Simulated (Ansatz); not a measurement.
Tetramethylammonium tetracyanoborate, `C[N+](C)(C)C.N#C[B-](C#N)(C#N)C#N`. Total charge 0; singlet. Geometry PBE-D4/def2-SVP, basis def2-TZVP, Ansatz.

| atom | x (Å) | y (Å) | z (Å) |
| --- | --- | --- | --- |
| C1 | -0.8476 | -2.3502 | 1.4960 |
| N2 | -0.7467 | -0.9554 | 0.9577 |
| C3 | -2.0317 | -0.2074 | 1.1927 |
| C4 | -0.4817 | -1.0167 | -0.5267 |
| C5 | 0.3740 | -0.2291 | 1.6608 |
| H6 | -1.6727 | -2.8777 | 0.9841 |
| H7 | 0.1073 | -2.8731 | 1.3072 |
| H8 | -1.0435 | -2.3067 | 2.5827 |
| H9 | -2.2426 | -0.1955 | 2.2775 |
| H10 | -1.8985 | 0.8265 | 0.8152 |
| H11 | -2.8478 | -0.7204 | 0.6522 |
| H12 | 0.5206 | -1.4457 | -0.6988 |
| H13 | -1.2653 | -1.6347 | -1.0001 |
| H14 | -0.5187 | 0.0052 | -0.9353 |
| H15 | 1.3406 | -0.6852 | 1.3806 |
| H16 | 0.1946 | -0.2907 | 2.7494 |
| H17 | 0.3622 | 0.8240 | 1.3283 |
| N18 | 2.9640 | 4.0106 | -2.8245 |
| C19 | 2.3344 | 3.1074 | -2.4230 |
| B20 | 1.4853 | 1.8901 | -1.8710 |
| C21 | 0.7538 | 1.0461 | -3.0156 |
| N22 | 0.1616 | 0.3532 | -3.7547 |
| C23 | 0.3224 | 2.3545 | -0.8612 |
| N24 | -0.5495 | 2.5068 | -0.0887 |
| C25 | 2.3626 | 0.8472 | -1.0233 |
| N26 | 2.8629 | 0.0167 | -0.3616 |

```json
{"run": "A", "HOMO (eV)": "-7.71", "LUMO (eV)": "-1.44"}
{"run": "B", "HOMO (eV)": "-7.39", "LUMO (eV)": "-1.70"}
{"run": "C", "HOMO (eV)": "-8.80", "LUMO (eV)": "-0.80"}
{"run": "D", "HOMO (eV)": "-7.24", "LUMO (eV)": "-1.60"}
{"run": "E", "HOMO (eV)": "-11.95", "LUMO (eV)": "2.02"}
```

Q: The runs used BLYP, HF, PBE, PBE0, r2SCAN. Estimate which is which.

A: A r2SCAN (0 % exact exchange); B PBE (0 % exact exchange); C PBE0 (25 % exact exchange); D BLYP (0 % exact exchange); E HF (100 % exact exchange). Exact exchange lowers occupied and raises empty levels; among semilocal functionals meta-GGAs tend to open the gap a little, and such runs are hard to tell apart. The gap grows from 5.63 eV (BLYP) to 13.97 eV (HF).
